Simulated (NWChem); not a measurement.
# ZrNH3SO; SMILES [S]=[Zr]([NH2])[OH]

```xyz
7

Zr     0.0425     0.0056    -0.4775
S      0.5899     2.0794     0.1259
O     -1.7472    -0.6209    -0.0637
H     -2.5904    -0.3832     0.3298
N      1.5303    -1.3038    -0.0468
H      1.4186    -2.3045     0.1132
H      2.4685    -1.0424     0.2528
```
Atoms are numbered in this order, from 1.

Level: PBE0/def2-SVP with def2 effective core potentials on Zr (NWChem), optimised geometry, unscaled harmonic frequencies. def2 effective core potentials on Zr; no spin-orbit coupling.

### Question
List the harmonic frequencies with IR intensities, and the thermochemistry.

### Answer
```json
[
 {"frequency (cm⁻¹)": "82", "IR intensity (km/mol)": "9.0"},
 {"frequency (cm⁻¹)": "143", "IR intensity (km/mol)": "5.4"},
 {"frequency (cm⁻¹)": "157", "IR intensity (km/mol)": "6.8"},
 {"frequency (cm⁻¹)": "387", "IR intensity (km/mol)": "130.5"},
 {"frequency (cm⁻¹)": "417", "IR intensity (km/mol)": "14.3"},
 {"frequency (cm⁻¹)": "477", "IR intensity (km/mol)": "5.8"},
 {"frequency (cm⁻¹)": "486", "IR intensity (km/mol)": "135.8"},
 {"frequency (cm⁻¹)": "546", "IR intensity (km/mol)": "75.7"},
 {"frequency (cm⁻¹)": "597", "IR intensity (km/mol)": "219.1"},
 {"frequency (cm⁻¹)": "652", "IR intensity (km/mol)": "121.9"},
 {"frequency (cm⁻¹)": "707", "IR intensity (km/mol)": "154.5"},
 {"frequency (cm⁻¹)": "1504", "IR intensity (km/mol)": "37.5"},
 {"frequency (cm⁻¹)": "3555", "IR intensity (km/mol)": "66.1"},
 {"frequency (cm⁻¹)": "3646", "IR intensity (km/mol)": "28.8"},
 {"frequency (cm⁻¹)": "3958", "IR intensity (km/mol)": "225.5"}
]
```

```
Property                                                                            Value
-----------------------------------------------------------------------  ----------------
zero-point energy                                                           24.7 kcal/mol
thermal correction to the enthalpy at 298.15 K (with zero-point energy)     29.5 kcal/mol
heat capacity Cv                                                         21.2 cal/(mol K)
entropy at 298.15 K and 1 atm (symmetry number 1)                        82.2 cal/(mol K)
```

Rigid rotor and harmonic oscillator; modes under 100 cm⁻¹ make the entropy uncertain.
